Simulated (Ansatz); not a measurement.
`[NH2][Al]([F])[O][SiH3]`, charge 0, multiplicity 1.

Question: Give a relaxed structure at PBE0-D4/def2-TZVP (Ansatz). (Estimate.)

Answer: Ansatz gave: 
Cartesian coordinates in Å:
```
N -1.8052 1.6458 0.2895
Al -0.5181 0.9160 -0.6437
F -0.1942 1.5068 -2.1444
O 0.3797 -0.3597 -0.0431
Si 1.4058 -1.5805 0.2633
H -2.0759 1.3551 1.2135
H -2.3722 2.4141 -0.0268
H 1.4641 -1.8307 1.7280
H 0.9436 -2.8195 -0.4169
H 2.7724 -1.2474 -0.2195
```
This is one stationary point; other conformers may exist.
